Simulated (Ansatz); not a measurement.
In7As7H20⁺. Charge 1, multiplicity 2. Geometry PBE-D4/def2-SVP; atoms count from 1.

```csv
atom,x (Å),y (Å),z (Å)
In1,-2.8713,-3.1302,0.9596
In2,3.6440,1.7980,1.9015
In3,-1.3640,1.3258,1.6932
In4,1.3456,-2.1179,0.9435
In5,-0.8223,-1.8251,-2.8791
In6,-0.0837,1.3270,-2.6531
In7,-4.2607,0.6102,-1.8532
As8,3.1716,-0.7924,2.4846
As9,-0.9827,-1.3007,1.8604
As10,-3.0109,-1.8120,-1.4486
As11,1.0704,2.5584,2.1773
As12,3.4359,1.2638,-0.7281
As13,-1.9449,1.7967,-0.8610
As14,1.3886,-0.6495,-1.3559
H15,-4.3515,-2.7574,1.7622
H16,-1.8985,-4.5424,0.7290
H17,4.9420,2.6747,2.6204
H18,-2.4310,2.0457,2.8561
H19,1.8138,-3.7531,0.6349
H20,-0.0955,-2.8066,-4.1039
H21,-0.9382,0.0054,-3.7041
H22,0.9568,2.3716,-3.5472
H23,-5.4405,0.7589,-0.6041
H24,-4.1713,0.9495,-3.5461
H25,2.7345,-0.9089,3.9399
H26,4.4866,-1.5544,2.6080
H27,-0.7866,-1.5004,3.3654
H28,-3.7516,-2.8022,-2.3557
H29,0.9973,3.0515,3.6224
H30,1.0179,3.9454,1.5365
H31,3.0075,2.5621,-1.4131
H32,4.8092,1.1561,-1.4036
H33,-2.0195,3.3232,-0.9191
H34,2.4032,-1.2705,-2.3192
```

In the def2 sets In takes a core potential; there is no spin–orbit coupling. Single mean-field runs in def2-SVP are fitted with def2-universal-jkfit.

(1) Estimate the Mulliken populations of the heavy atoms from the PBE0/def2-SVP orbitals of Ansatz.

(2) Where does the spin sit?

(3) And the Mayer bond orders between heavy atoms (over 0.3)?

## Answers

(1) 
```
atom  charge (e)  spin (α − β)
 In1        0.34          0.00
 In2        0.36          0.04
 In3        0.38          0.00
 In4        0.37         -0.01
 In5        0.35          0.20
 In6        0.35         -0.01
 In7        0.33          0.01
 As8       -0.15          0.00
 As9       -0.31          0.00
As10       -0.32          0.04
As11       -0.17          0.00
As12       -0.07          0.34
As13       -0.31          0.00
As14       -0.34          0.33
```
Mulliken values depend strongly on the basis.

(2) Summed by element: In 0.22, As 0.71, H 0.07, of 1 unpaired in all. Largest on single atoms: As12 0.34, As14 0.33, In5 0.20.

(3) In1–As9 0.55 (2.78 Å); In1–As10 0.61 (2.75 Å); In2–As8 0.72 (2.70 Å); In2–As11 0.74 (2.70 Å); In2–As12 0.73 (2.69 Å); In3–As9 0.80 (2.66 Å); In3–As11 0.57 (2.77 Å); In3–As13 0.79 (2.66 Å); In4–As8 0.65 (2.73 Å); In4–As9 0.86 (2.63 Å); In4–As14 0.64 (2.73 Å); In5–As10 0.93 (2.61 Å); In5–As14 0.47 (2.93 Å); In6–As13 0.89 (2.63 Å); In6–As14 0.52 (2.79 Å); In7–As10 0.61 (2.76 Å); In7–As13 0.54 (2.78 Å); As12–As14 0.46 (2.87 Å).
